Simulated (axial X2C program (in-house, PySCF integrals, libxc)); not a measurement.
## Potential curves of PbI, non-relativistic

All values were computed with an in-house all-electron X2C program for linear molecules (integrals from PySCF). The Hamiltonian is the X2C one with the speed of light multiplied by 100, which is the non-relativistic limit. Basis: Pb dyall-v2z [9s8p7d4f], I dyall-v2z [8s7p6d] (cores contracted in-house); Gaussian nuclei, density fitting, unrestricted open shells. Masses: Pb 207.977 u, I 126.904 u.

State: M_S = 1/2, Λ = 1 (beyond evenly filled blocks: π+α). Energies in eV from the fragments at the same level (Pb + I). Fits are polynomials in 1 − R0/R over 0.85 to 1.23 times the lowest point R0.

```tsv
R (Å)	HF	BHandHLYP	MP2
2.4856	-0.7421	-1.8079	-1.6760
2.5999	-1.3181	-2.3369	-2.2044
2.6856	-1.5714	-2.5610	-2.4272
2.7713	-1.7132	-2.6780	-2.5422
2.8570	-1.7714	-2.7152	-2.5767
2.9570	-1.7620	-2.6850	-2.5428
3.0570	-1.6930	-2.5988	-2.4524
3.1856	-1.5456	-2.4340	-2.2815
3.3427	-1.3119	-2.1850	-2.0244
3.5713	-0.9268	-1.7865	-1.6115
```

Correlated methods: 21 electrons correlated (number of frozen shells: Pb 5 s, 4 p, 2 d, 1 f; I 4 s, 3 p, 2 d), 125 virtual spin orbitals or spinors in MP2.

Occupations by symmetry block were frozen at the best pattern of an incomplete PBE0 search. De is counted from the lowest determinant-based energies of the atoms at the same level, without counterpoise correction. The functionals have no current-density term, which raises determinants with orbital currents, atoms included. MP2 and coupled cluster on one determinant become unreliable at the stretched end.

Q: Fit the HF curve near its minimum: give the equilibrium distance, the harmonic wavenumber and the well depth.

A: At HF, non-rel.: Re = 2.893 Å, ωe ≈ 160 cm⁻¹, De = 1.78 eV to Pb + I; Be follows as 0.0256 cm⁻¹.

Q: Fit the BHandHLYP curve near its minimum: give the equilibrium distance, the harmonic wavenumber and the well depth.

A: At BHandHLYP, non-rel.: Re = 2.864 Å, ωe ≈ 164 cm⁻¹, De = 2.72 eV to Pb + I; Be follows as 0.0261 cm⁻¹.

Q: What are Re, ωe and De at the MP2 level?

A: At MP2, non-rel.: Re = 2.859 Å, ωe ≈ 166 cm⁻¹, De = 2.58 eV to Pb + I; Be follows as 0.0262 cm⁻¹.
